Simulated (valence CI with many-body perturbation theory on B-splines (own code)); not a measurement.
# E1 transitions of Ta66+

Computed by valence CI with perturbative core correlation (CI+MBPT): five valence electrons over a frozen Dirac-Fock core [He], radial functions for each j: 9 s, 9 p, 8 d, 6 f, 3 g, 1 h, with the one-electron correlation potential Σ1, the two-electron term Σ2, the three-electron term Σ3, Breit, model QED; selected CI, second order for the rest (own B-spline code, finite nucleus).

No measured spectrum was set against this ion. As an estimate, large intervals hold to a few tenths of a per cent, small ones and those within an open d or f shell to about a per cent. Among the levels kept, up to 1200 cm⁻¹ of a level comes from second order outside the variational space, and about a tenth of that is noise between levels of different J, which matters for small intervals.

Lines 1 to 50 of 261 in falling wavelength, among levels below 10907 eV, chosen from the strongest by gf and those to the six lowest levels. Wavelengths and rates use the calculated energies. Electric multipoles are in the length gauge, E1 and E2 with the static RPA response of the core. Weak lines are less certain than strong ones. Lines between different terms over intervals too small for the method are left out, as are lines whose strength nearly cancels. The highest levels of a list are the least certain.

Levels are named by their leading jj configuration (3d3/2^4 stands for four electrons in 3d with j = 3/2), which in mixed levels can hold well under half, so a name can repeat and another be missing. Letters in brackets count levels of one name in rising energy.

| λ vac (nm) | Upper | Lower | A (s⁻¹) | S (a.u.) with core polarisation | S without |
| --- | --- | --- | --- | --- | --- |
| 14.61 | (2s 2p1/2^2 2p3/2 3p1/2) J=5/2 | (2s 2p1/2^2 2p3/2 3s) J=3/2 [a] | 2.94e+09 | 2.72e-02 | 2.72e-02 |
| 13.06 | (2s^2 2p1/2 2p3/2 3p1/2) J=5/2 | (2s^2 2p1/2 2p3/2 3s) J=3/2 [b] | 4.17e+09 | 2.76e-02 | 2.76e-02 |
| 12.89 | (2s 2p1/2^2 2p3/2 3p1/2) J=3/2 [b] | (2s 2p1/2^2 2p3/2 3s) J=3/2 [b] | 4.67e+09 | 1.97e-02 | 1.97e-02 |
| 12.20 | (2s^2 2p1/2 2p3/2 3p1/2) J=5/2 | (2s^2 2p1/2 2p3/2 3s) J=5/2 | 4.78e+09 | 2.57e-02 | 2.57e-02 |
| 12.05 | (2s^2 2p1/2^2 3p1/2) J=1/2 | (2s^2 2p1/2^2 3s) J=1/2 | 1.08e+10 | 1.86e-02 | 1.86e-02 |
| 11.72 | (2s 2p1/2^2 2p3/2 3p1/2) J=3/2 [b] | (2s 2p1/2^2 2p3/2 3s) J=1/2 | 5.19e+09 | 1.65e-02 | 1.65e-02 |
| 11.49 | (2s^2 2p1/2 2p3/2 3p1/2) J=3/2 [a] | (2s^2 2p1/2 2p3/2 3s) J=3/2 [a] | 5.63e+09 | 1.69e-02 | 1.69e-02 |
| 10.98 | (2s 2p1/2^2 2p3/2 3p1/2) J=3/2 [a] | (2s 2p1/2^2 2p3/2 3s) J=5/2 | 1.15e+10 | 3.02e-02 | 3.02e-02 |
| 10.90 | (2s 2p1/2^2 2p3/2 3p1/2) J=5/2 | (2s 2p1/2^2 2p3/2 3s) J=5/2 | 7.49e+09 | 2.87e-02 | 2.87e-02 |
| 8.689 | (2s^2 2p1/2 2p3/2 3p1/2) J=3/2 [b] | (2s^2 2p1/2 2p3/2 3s) J=5/2 | 1.87e+10 | 2.42e-02 | 2.42e-02 |
| 6.944 | (2s^2 2p1/2 2p3/2 3d5/2) J=3/2 [a] | (2s^2 2p1/2 2p3/2 3p3/2) J=3/2 [b] | 1.65e+10 | 1.09e-02 | 1.09e-02 |
| 6.844 | (2s^2 2p1/2 2p3/2 3d5/2) J=3/2 [b] | (2s^2 2p1/2 2p3/2 3p3/2) J=1/2 [b] | 2.30e+10 | 1.46e-02 | 1.46e-02 |
| 6.656 | (2s^2 2p1/2 2p3/2 3d5/2) J=1/2 | (2s^2 2p1/2 2p3/2 3p3/2) J=1/2 [b] | 3.35e+10 | 9.76e-03 | 9.76e-03 |
| 6.541 | (2s^2 2p1/2 2p3/2 3d5/2) J=5/2 [b] | (2s^2 2p1/2 2p3/2 3p3/2) J=5/2 [b] | 1.61e+10 | 1.34e-02 | 1.34e-02 |
| 6.525 | (2s 2p1/2^2 2p3/2 3d5/2) J=5/2 | (2s 2p1/2^2 2p3/2 3p3/2) J=5/2 [a] | 2.31e+10 | 1.90e-02 | 1.90e-02 |
| 6.434 | (2s 2p1/2^2 2p3/2 3d5/2) J=9/2 | (2s 2p1/2^2 2p3/2 3p3/2) J=7/2 | 6.89e+10 | 9.06e-02 | 9.06e-02 |
| 6.319 | (2s^2 2p1/2 2p3/2 3d5/2) J=7/2 [a] | (2s^2 2p1/2 2p3/2 3p3/2) J=5/2 [a] | 5.93e+10 | 5.91e-02 | 5.91e-02 |
| 6.305 | (2s 2p1/2^2 2p3/2 3d5/2) J=7/2 | (2s 2p1/2^2 2p3/2 3p3/2) J=5/2 [a] | 5.90e+10 | 5.84e-02 | 5.84e-02 |
| 6.286 | (2s^2 2p1/2 2p3/2 3d5/2) J=5/2 [b] | (2s^2 2p1/2 2p3/2 3p3/2) J=3/2 [b] | 3.59e+10 | 2.64e-02 | 2.64e-02 |
| 6.272 | (2s^2 2p1/2 2p3/2 3d5/2) J=7/2 [b] | (2s^2 2p1/2 2p3/2 3p3/2) J=5/2 [b] | 5.48e+10 | 5.33e-02 | 5.33e-02 |
| 6.180 | (2s^2 2p1/2 2p3/2 3d5/2) J=9/2 | (2s^2 2p1/2 2p3/2 3p3/2) J=7/2 | 7.21e+10 | 8.40e-02 | 8.40e-02 |
| 6.157 | (2s^2 2p1/2^2 3d5/2) J=5/2 | (2s^2 2p1/2^2 3p3/2) J=3/2 | 7.37e+10 | 5.09e-02 | 5.09e-02 |
| 5.962 | (2s 2p1/2^2 2p3/2 3d5/2) J=5/2 | (2s 2p1/2^2 2p3/2 3p3/2) J=3/2 [a] | 4.93e+10 | 3.09e-02 | 3.09e-02 |
| 5.948 | (2s^2 2p1/2 2p3/2 3d5/2) J=5/2 [a] | (2s^2 2p1/2 2p3/2 3p3/2) J=3/2 [a] | 5.44e+10 | 3.39e-02 | 3.39e-02 |
| 5.892 | (2s^2 2p1/2 2p3/2 3d5/2) J=3/2 [a] | (2s^2 2p1/2 2p3/2 3p3/2) J=1/2 [a] | 4.56e+10 | 1.84e-02 | 1.84e-02 |
| 5.531 | (2s 2p1/2^2 2p3/2 3d5/2) J=7/2 | (2s 2p1/2^2 2p3/2 3p3/2) J=7/2 | 1.75e+10 | 1.17e-02 | 1.17e-02 |
| 5.481 | (2s^2 2p1/2 2p3/2 3d5/2) J=7/2 [b] | (2s^2 2p1/2 2p3/2 3p3/2) J=7/2 | 1.66e+10 | 1.08e-02 | 1.08e-02 |
| 5.178 | (2s^2 2p1/2 2p3/2 3d5/2) J=3/2 [b] | (2s^2 2p1/2 2p3/2 3p3/2) J=3/2 [a] | 4.27e+10 | 1.17e-02 | 1.17e-02 |
| 4.130 | (2s 2p1/2^2 2p3/2 3p3/2) J=7/2 | (2s^2 2p1/2 2p3/2 3p3/2) J=5/2 [a] | 6.08e+10 | 1.69e-02 | 1.69e-02 |
| 3.924 | (2s 2p1/2^2 2p3/2^2) J=5/2 | (2s^2 2p1/2 2p3/2^2) J=5/2 | 1.95e+10 | 3.48e-03 | 3.49e-03 |
| 3.657 | (2s 2p1/2^2 2p3/2^2) J=5/2 | (2s^2 2p1/2 2p3/2^2) J=3/2 | 3.06e+10 | 4.44e-03 | 4.45e-03 |
| 3.363 | (2s 2p1/2^2 2p3/2^2) J=1/2 | (2s^2 2p1/2 2p3/2^2) J=1/2 | 6.94e+10 | 2.60e-03 | 2.61e-03 |
| 3.351 | (2s 2p1/2^2 2p3/2^2) J=3/2 | (2s^2 2p1/2 2p3/2^2) J=1/2 | 3.41e+07 | 2.53e-06 | 2.54e-06 |
| 3.328 | (2s 2p1/2^2 2p3/2 3d3/2) J=5/2 [b] | (2s^2 2p1/2 2p3/2 3d3/2) J=7/2 | 4.80e+10 | 5.24e-03 | 5.25e-03 |
| 3.278 | (2s 2p1/2^2 2p3/2 3p3/2) J=5/2 [b] | (2s^2 2p1/2 2p3/2 3p3/2) J=7/2 | 4.63e+10 | 4.83e-03 | 4.84e-03 |
| 2.951 | (2s 2p1/2^2 2p3/2 3p3/2) J=5/2 [a] | (2s 2p1/2^2 2p3/2 3s) J=3/2 [b] | 6.43e+10 | 4.89e-03 | 4.89e-03 |
| 2.942 | (2s 2p1/2^2 2p3/2^2) J=3/2 | (2s^2 2p1/2 2p3/2^2) J=5/2 | 7.99e+10 | 4.01e-03 | 4.02e-03 |
| 2.797 | (2s 2p1/2^2 2p3/2^2) J=1/2 | (2s^2 2p1/2 2p3/2^2) J=3/2 | 1.27e+08 | 2.74e-06 | 2.74e-06 |
| 2.789 | (2s 2p1/2^2 2p3/2^2) J=3/2 | (2s^2 2p1/2 2p3/2^2) J=3/2 | 2.58e+10 | 1.10e-03 | 1.11e-03 |
| 2.779 | (2p1/2^2 2p3/2^3) J=3/2 | (2s 2p1/2 2p3/2^3) J=5/2 | 1.60e+11 | 6.79e-03 | 6.80e-03 |
| 2.662 | (2s^2 2p1/2 2p3/2 3d3/2) J=5/2 [b] | (2s^2 2p1/2 2p3/2 3p1/2) J=3/2 [b] | 4.41e+11 | 2.46e-02 | 2.46e-02 |
| 2.629 | (2s^2 2p1/2 2p3/2 3d3/2) J=3/2 [b] | (2s^2 2p1/2 2p3/2 3p1/2) J=3/2 [b] | 5.16e+11 | 1.85e-02 | 1.85e-02 |
| 2.628 | (2s^2 2p1/2 2p3/2 3p3/2) J=1/2 [a] | (2s^2 2p1/2 2p3/2 3s) J=3/2 [b] | 2.28e+11 | 4.09e-03 | 4.09e-03 |
| 2.610 | (2s^2 2p1/2 2p3/2 3d3/2) J=5/2 [a] | (2s^2 2p1/2 2p3/2 3p1/2) J=5/2 | 1.42e+11 | 7.48e-03 | 7.48e-03 |
| 2.605 | (2s^2 2p1/2 2p3/2 3p3/2) J=3/2 [a] | (2s^2 2p1/2 2p3/2 3s) J=3/2 [b] | 4.64e+11 | 1.62e-02 | 1.62e-02 |
| 2.599 | (2s 2p1/2^2 2p3/2 3p3/2) J=3/2 [a] | (2s 2p1/2^2 2p3/2 3s) J=3/2 [a] | 8.75e+11 | 3.03e-02 | 3.03e-02 |
| 2.580 | (2s 2p1/2^2 2p3/2 3d3/2) J=3/2 [b] | (2s 2p1/2^2 2p3/2 3p1/2) J=3/2 [b] | 2.97e+11 | 1.01e-02 | 1.01e-02 |
| 2.576 | (2s^2 2p1/2 2p3/2 3d3/2) J=1/2 [b] | (2s^2 2p1/2 2p3/2 3p1/2) J=3/2 [b] | 6.65e+11 | 1.12e-02 | 1.12e-02 |
| 2.573 | (2s 2p1/2^2 2p3/2 3d3/2) J=5/2 [a] | (2s 2p1/2^2 2p3/2 3p1/2) J=5/2 | 4.40e+11 | 2.22e-02 | 2.22e-02 |
| 2.572 | (2s 2p1/2^2 2p3/2 3d3/2) J=3/2 [b] | (2s 2p1/2^2 2p3/2 3p1/2) J=1/2 | 3.97e+11 | 1.33e-02 | 1.33e-02 |
